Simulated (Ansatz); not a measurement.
Geometry optimisation, Ansatz 0.2.0, RKS PBE/def2-SVP.

Input file:

```yaml
crystal:
  periodic: [false, false, false]
  atoms:
    - { symbol: Zr, position_ang: [0.0, 0.0, 0.0] }
    - { symbol: "N", position_ang: [0.0, 0.0, 2.56] }
    - { symbol: H, position_ang: [-0.877, -0.2713, 3.09] }
    - { symbol: H, position_ang: [0.877, 0.2713, 3.09] }
    - { symbol: F, position_ang: [1.8671, 0.0, -0.6593] }
    - { symbol: F, position_ang: [-0.9326, 1.6157, -0.6593] }
    - { symbol: F, position_ang: [-0.9326, -1.6157, -0.6593] }
    - { symbol: O, position_ang: [-2.2491, 0.0072, 0.7473] }
    - { symbol: Si, position_ang: [-3.4916, -0.9, 0.0724] }
    - { symbol: H, position_ang: [-2.9938, -2.2288, -0.2713] }
    - { symbol: H, position_ang: [-4.5828, -1.0237, 1.0345] }
    - { symbol: H, position_ang: [-3.9797, -0.237, -1.1334] }
    - { symbol: H, position_ang: [-1.4112, 0.0045, 1.9994] }
basis:
  gaussian: { orbitals: def2-SVP }
hamiltonian:
  xc: pbe
relax:
  f_tol: 0.15
  max_steps: 25
  restrain:
    - { distance: [0, 7], at: 2.07, k: 30.0 }
    - { distance: [12, 1], at: 1.06, k: 30.0 }
    - { distance: [0, 1], at: 3.41, k: 30.0 }
    - { distance: [12, 7], at: 2.21, k: 30.0 }
```

Command:

```bash
$ ansatz run input.yaml --threads 4 --pin off --max-ram 5120MiB --backend cpu --events-out ev --progress --plain --runs-dir out
```

**Question.** Where does it end, and by what steps?

**Answer.** The forces met the threshold. The restraints hold the end off the free minimum. After 21 steps the energy has fallen by 4.552 eV (the restraints' own energy left out); F7 moved furthest, 2.15 Å. Parted: Zr1–N2 (2.56 → 3.39 Å). Joined: N2–H13 (1.52 → 1.04 Å).

| step | energy less start (eV) | largest force component (eV/Å) | accepted |
| --- | --- | --- | --- |
| 0 | 0.0000 | 3.087 | yes |
| 1 | 0.6184 | 4.403 | yes |
| 2 | 0.2746 | 4.773 | yes |
| 3 | -1.1190 | 3.140 | yes |
| 4 | -2.4681 | 2.281 | yes |
| 5 | -3.2125 | 2.618 | yes |
| 6 | -3.6414 | 2.241 | yes |
| 7 | -3.9653 | 1.335 | yes |
| 8 | -4.1381 | 0.943 | yes |
| 9 | -4.2352 | 0.938 | yes |
| 10 | -4.2826 | 1.057 | yes |
| 11 | -4.2840 | 1.218 | yes |
| 12 | -4.3458 | 0.995 | yes |
| 13 | -4.3836 | 0.912 | yes |
| 14 | -4.4027 | 1.050 | yes |
| 15 | -4.4466 | 1.100 | yes |
| 16 | -4.5152 | 0.986 | yes |
| 17 | -4.5406 | 1.143 | yes |
| 18 | -4.5387 | 0.984 | no |
| 19 | -4.5484 | 1.053 | yes |
| 20 | -4.5499 | 1.082 | yes |
| 21 | -4.5515 | 1.084 | yes |

```xyz
13
Properties=species:S:1:pos:R:3
Zr -0.162 -0.139 -0.668
N -0.364 0.324 2.686
H 0.037 -0.261 3.432
H -0.663 1.205 3.125
F 1.381 -1.149 -0.150
F 0.111 1.758 -0.696
F -0.463 -0.607 -2.496
O -1.863 -0.694 0.293
Si -3.498 -1.079 0.319
H -3.693 -2.556 0.109
H -4.063 -0.697 1.662
H -4.238 -0.325 -0.754
H -1.228 -0.157 2.349
```

Time of the run: 61 s on 4 threads of Arm Neoverse V1, with other jobs on the host, peak memory 0.23 GiB.
